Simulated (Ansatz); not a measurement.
Ansatz (an electronic-structure program) input:
A basis named .json is the Basis Set Exchange file of that set.

Ansatz 0.2 input:
```yaml
crystal:
  periodic: [false, false, false]
  atoms:
    - {symbol: C, position_ang: [-1.26477731, -1.70813577, -0.96182717]}
    - {symbol: Sn, position_ang: [-0.12945319, -0.17501900, -0.09785452]}
    - {symbol: Cl, position_ang: [0.18265438, 1.56625612, -1.60700368]}
    - {symbol: Cl, position_ang: [-1.13532290, 0.73280217, 1.79597689]}
    - {symbol: Cl, position_ang: [1.96378098, -0.93343005, 0.57818276]}
    - {symbol: H, position_ang: [-1.29839443, -2.69110191, -0.51186522]}
    - {symbol: H, position_ang: [-1.82919419, -1.52481344, -1.86609671]}
basis:
  gaussian:
    orbitals: def2-QZVPP.json
hamiltonian:
  xc: hf
magnetization: {spin_polarized: true, initial_magnetization: 1}
```

### Question
Which total energy does the run end on?

### Answer
-1631.08580 Eh (HF/def2-QZVPP). The basis has 409 functions.

It need not be the lowest isomer of its formula.
